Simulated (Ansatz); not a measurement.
Program: Ansatz. Geometries: PBE0-D4/def2-TZVP. ΔE: electronic, gas phase. CCSD(T)/CBS is the MP2 limit (def2-TZVPP, def2-QZVPP) plus CCSD(T) − MP2 in def2-TZVPP, frozen cores. This one scheme is used for every species. Functionals use def2-TZVPP. B3LYP here is the variant with VWN-RPA as its local correlation; programs differ in this. For Ge outer-core shells are correlated without core-valence functions, which leaves a few kJ/mol of doubt a bond. Scalar relativity is left out up to krypton. One conformer a species, not always the lowest.

`O[SiH](O)[CH2][GeH3]` + CH₃OH → `C[O][GeH3]` + `C[SiH](O)O`  (ligand exchange at a Ge–C bond)

`O[SiH](O)[CH2][GeH3]`:

Cartesian coordinates in Å:
```
O -1.532 -0.021 1.158
Si -0.721 -0.966 0.080
O -0.605 -2.527 0.590
C 0.915 -0.133 -0.139
Ge 0.768 1.751 -0.670
H -2.439 -0.257 1.358
H -1.467 -1.080 -1.196
H -0.099 -2.700 1.385
H 1.490 -0.171 0.792
H 1.491 -0.665 -0.902
H -0.296 1.909 -1.770
H 0.377 2.615 0.538
H 2.118 2.244 -1.224
```

CH₃OH:

Cartesian coordinates in Å:
```
C -0.158 0.080 -0.309
O -0.059 -0.416 1.006
H -1.188 -0.071 -0.631
H 0.499 -0.453 -1.008
H 0.064 1.153 -0.369
H 0.842 -0.294 1.311
```

`C[O][GeH3]`:

```xyz
9

C    -0.071   -1.347    0.253
O    -0.204   -0.086    0.859
Ge    0.049    1.353   -0.157
H    -0.258   -2.110    1.013
H     0.937   -1.510   -0.151
H    -0.794   -1.495   -0.561
H     1.480    1.316   -0.730
H    -0.163    2.542    0.784
H    -0.974    1.338   -1.310
```

`C[SiH](O)O`:

Z-matrix (Å, degrees):
```
C
Si 1 1.852
H 1 1.093 2 111.0
H 1 1.093 2 110.6 3 119.4
H 1 1.092 2 110.8 3 -120.4
O 2 1.647 1 105.2 3 -58.4
O 2 1.646 1 112.8 3 64.2
H 2 1.484 1 113.0 3 -179.4
H 6 0.958 2 117.2 1 -175.7
H 7 0.958 2 117.6 1 -54.3
```

Question: Is it downhill or uphill in electronic energy at CCSD(T)/CBS, and by how much? (Best estimate.)

Answer: Computed: Downhill: ΔE = -26.4 kJ/mol.

Question: What do these levels give: PBE-D4, B3LYP-D4, r2SCAN, B3LYP, HF/def2-TZVPP, MP2/def2-TZVPP, CCSD(T)/def2-TZVPP, HF/def2-QZVPP, MP2/def2-QZVPP, SCS-MP2/def2-QZVPP, HF/CBS(def2), CCSD/CBS(def2)? (Estimate.)

Answer: Ansatz gave: PBE-D4 -27.4, B3LYP-D4 -34.7, r2SCAN -34.4, B3LYP -39.5, HF/def2-TZVPP -45.4, MP2/def2-TZVPP -29.1, CCSD(T)/def2-TZVPP -29.1, HF/def2-QZVPP -46.7, MP2/def2-QZVPP -27.9, SCS-MP2/def2-QZVPP -33.2, HF/CBS(def2) -46.9, CCSD/CBS(def2) -27.5 kJ/mol.

Largest T1 diagnostic among the species: 0.011.

The D4 term adds +4.9 kJ/mol with B3LYP and +2.9 kJ/mol with PBE0; it sums over pairs of atoms, weighted by their polarisabilities, and B3LYP, whose exchange is more repulsive, gets the larger term. In def2-TZVPP, CCSD(T) changes the Hartree–Fock value by +16.3 kJ/mol (the triples alone add +1.1 kJ/mol) and MP2 by +16.4 kJ/mol.
